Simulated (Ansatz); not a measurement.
`N=[CH][Ga]([F])[F]` + HCl → `[F][Ga]([F])[Cl]` + `C=N` at 400 K and 1 bar (ligand exchange at a Ga–C bond).

Calculated with Ansatz (gas phase, PBE0-D4/def2-TZVP geometries, no zero-point term in ΔE). CBS: MP2 limit from def2 TZ/QZ plus the TZ coupled-cluster correction, frozen cores. This one scheme is used for every species. For Ga outer-core shells are correlated without core-valence functions, which leaves a few kJ/mol of doubt a bond. Scalar relativity is left out up to krypton. One conformer a species, not always the lowest.

```
             species  CCSD(T)/CBS energy (Eh)  H − E (kJ/mol)  S (J/(mol·K))
`N=[CH][Ga]([F])[F]`              -2217.53635           121.8          374.1
                 HCl               -460.38127            29.6          195.4
  `[F][Ga]([F])[Cl]`              -2583.43598            37.6          333.8
               `C=N`                -94.52360           119.4          238.9
```

H − E and S are ideal-gas, rigid-rotor, harmonic terms from PBE0-D4/def2-TZVP, for one conformer and one mirror image of each species. 1 Eh = 2625.50 kJ/mol, R = 8.31446 J/(mol·K).

Problem. By hand: ΔE, ΔH, ΔS and ΔG.

Solution. ΔE = (-2583.43598) + (-94.52360) − (-2217.53635) − (-460.38127) = -0.04196 Eh = -110.2 kJ/mol. Δ(H − E) = 37.6 + 119.4 − 121.8 − 29.6 = 5.6, so ΔH = -104.6 kJ/mol. ΔS = 333.8 + 238.9 − 374.1 − 195.4 = 3.2 J/(mol·K). ΔG = -104.6 − 400 × (3.2)/1000 = -105.9 kJ/mol.

Problem. By hand: the equilibrium constant, and the temperature at which ΔG would vanish if ΔH and ΔS stayed fixed.

Solution. log₁₀ K = −ΔG/(RT ln 10) = 13.8. ΔH and −TΔS have one sign here, so there is no such temperature. One of them is within its doubt of zero, so this could turn.

The number of gas molecules stays the same, so ΔS is small and ΔH decides. A doubt of 5 kJ/mol in ΔE shifts log₁₀ K by 0.7 here. Other conformers and mirror images would add mixing entropy, several J/(mol·K) or more a flexible species. These are equilibria of isolated gas molecules and say nothing of rates. Largest T1 diagnostic: 0.015 (customary marks: 0.02 for closed shells, 0.045 for open ones).
